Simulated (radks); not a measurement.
Isoelectronic series with 5 electrons, each ion in its NIST ground configuration. Method: non-relativistic Kohn-Sham, PBE, spin-polarised, spherical densities, point nucleus; open shells are filled with parallel spins first; computed with a radial shooting solver on a logarithmic mesh with Libxc functionals. Total energies (hartree) and mean radii <r> (bohr) (* marks an orbital that is empty in some or all of the ions):

ion    configuration  E (hartree)  2p down*   2p up  2s down   2s up  1s down
B       [He] 2s2 2p1    -24.60538     2.368   2.255    1.971   1.939   0.3293
O3+     [He] 2s2 2p1    -71.15409    0.9281  0.9131   0.9844  0.9731   0.1991
Si9+    [He] 2s2 2p1   -238.56414    0.4350  0.4318   0.4946  0.4915   0.1110
Cl12+   [He] 2s2 2p1   -359.40052    0.3445  0.3425   0.3963  0.3944  0.09083
Ca15+   [He] 2s2 2p1   -504.98834    0.2852  0.2839   0.3307  0.3293  0.07688
V18+    [He] 2s2 2p1   -675.32699    0.2434  0.2424   0.2837  0.2827  0.06664
Fe21+   [He] 2s2 2p1   -870.41617    0.2123  0.2116   0.2484  0.2477  0.05881
